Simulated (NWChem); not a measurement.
System meant: CH₄GeOS, singlet; SMILES C[O][Ge][SH]

Input file for NWChem:

```
start job
memory heap 200 mb stack 900 mb global 1100 mb
geometry units angstroms noautoz
  Ge     0.578714    -0.011309     0.011069
  O     -0.860443    -1.119872     0.001519
  C     -0.698082    -2.524318     0.005219
  H     -1.187328    -2.961222     0.903833
  H     -1.186466    -2.965227    -0.891973
  H      0.370565    -2.850298     0.006554
  S     -0.699526     1.866187     0.002005
  H      0.406745     2.663361     0.008389
end
basis spherical
  Ge library def2-svp
  O library def2-svp
  C library def2-svp
  H library def2-svp
  S library def2-svp
end
dft
  xc pbe0
  iterations 4
  mulliken
end
task dft energy
```

End of the output:

```
    Atom       Charge   Shell Charges
 -----------   ------   -------------------------------------------------------
    1 Ge  32    31.86   2.00  2.00  1.96  1.10  0.65  5.99  5.80  1.09  0.92  7.81  2.04  0.49
    2 O    8     8.27   1.97  0.93  0.62  2.70  2.03  0.02
    3 C    6     5.95   1.96  0.58  0.31  1.81  1.16  0.12
    4 H    1     0.98   0.65  0.27  0.06
    5 H    1     0.98   0.65  0.27  0.06
    6 H    1     0.99   0.65  0.28  0.06
    7 S   16    15.96   2.00  1.95  0.99  0.70  5.81  1.86  2.60  0.05
    8 H    1     1.01   0.61  0.32  0.08

 center of mass
 --------------
 x =   0.10655693 y =   0.08274936 z =  -0.00005664

 moments of inertia (a.u.)
 ------------------
         865.670784019744           0.000000000000           0.000000000000
           0.000000000000         224.156112285319          -0.000000000000
           0.000000000000          -0.000000000000        1078.220130847093

     Multipole analysis of the density
     ---------------------------------

     L   x y z        total         alpha         beta         nuclear
     -   - - -        -----         -----         ----         -------
     0   0 0 0     -0.000000    -33.000000    -33.000000     66.000000

     1   1 0 0      0.749363      0.374681      0.374681     -0.000000
     1   0 1 0     -0.359158     -0.179579     -0.179579     -0.000000
     1   0 0 1      0.001034      0.000517      0.000517      0.000000

     2   2 0 0    -33.688348    -70.441459    -70.441459    107.194571
     2   1 1 0      2.321715     -4.660333     -4.660333     11.642382
     2   1 0 1     -0.001503      0.000989      0.000989     -0.003480
     2   0 2 0    -27.928413   -258.275934   -258.275934    488.623456
     2   0 1 1     -0.003410      0.006061      0.006061     -0.015531
     2   0 0 2    -31.536271    -18.647274    -18.647274      5.758277

 ------------------------------------------------------------------------
 dft energy failed                                                                                  0
 ------------------------------------------------------------------------
 ------------------------------------------------------------------------
  current input line :
    25: task dft energy
 ------------------------------------------------------------------------
 ------------------------------------------------------------------------
 This type of error is most commonly associated with calculations not reaching convergence criteria
 ------------------------------------------------------------------------
 For more information see the NWChem manual at https://nwchemgit.github.io

0:dft energy failed:Received an Error in Communication
```

Task: What is wrong, and how is it mended?

Result: Convergence was not reached. Cause: the SCF was allowed too few iterations. This input runs:
```
start job
memory heap 200 mb stack 900 mb global 1100 mb
geometry units angstroms noautoz
  Ge     0.578714    -0.011309     0.011069
  O     -0.860443    -1.119872     0.001519
  C     -0.698082    -2.524318     0.005219
  H     -1.187328    -2.961222     0.903833
  H     -1.186466    -2.965227    -0.891973
  H      0.370565    -2.850298     0.006554
  S     -0.699526     1.866187     0.002005
  H      0.406745     2.663361     0.008389
end
basis spherical
  * library def2-svp
end
dft
  xc pbe0
  iterations 150
  mulliken
end
task dft energy
```
It converges to -2589.96271 Ha (PBE0/def2-SVP).
